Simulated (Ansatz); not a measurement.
```yaml
crystal:
  periodic: [false, false, false]
  atoms:
    - {symbol: As, position_ang: [-0.996444, -0.131461, -0.441688]}
    - {symbol: S, position_ang: [0.668795, 1.511097, 0.630755]}
    - {symbol: S, position_ang: [-1.147331, -1.820218, 0.679507]}
    - {symbol: S, position_ang: [1.474980, 0.440582, -0.868574]}
basis:
  gaussian: {orbitals: def2-TZVPP, point_charges: [{charge: -1.00, position_ang: [4.567, -0.477, -0.670]}]}
total_charge: -1
magnetization: {spin_polarized: true, initial_magnetization: 0}
hamiltonian: {xc: {name: BHLYP}}
scf: {lower_state_search: light}
```

```sh
$ ansatz run in.yaml --threads 4 --pin off --events-out ev --progress --plain --max-ram 3916MiB
```

It prints (some lines left out):

```
Functional definition: BHLYP
1463 factors; their error is unknown
mean field evaluation 1: about -93344.8966 eV, gradient 2.0e1 eV
mean field evaluation 2: about -93342.2155 eV, gradient 3.0e1 eV
mean field evaluation 4: about -93346.8936 eV, gradient 1.5e0 eV
mean field evaluation 8: about -93346.9046 eV, gradient 6.1e-2 eV
mean field evaluation 16: about -93347.4675 eV, gradient 2.6e-4 eV
mean field evaluation 32: about -93346.4044 eV, gradient 4.7e0 eV
mean field -93347.46754052 eV, -3430.4561589279 hartree, gradient 1.3e-5 eV, S^2 0.000000; 3 other end points of the search recorded, 0 dependent functions left out
reference -93347.46769428 eV, -3430.4561645785 hartree; 41, 41 occupied and 133, 133 virtual orbitals, 1463 factors
Total energy: -93347.46769428 eV, -3430.4561645785 hartree
```

Run time 15 s (4 threads of Arm Neoverse V1 on a shared host), peak host memory 1.2 GiB.

The highest occupied level of an anion often lies above zero with these methods, and sets without diffuse functions describe the outer electron poorly.
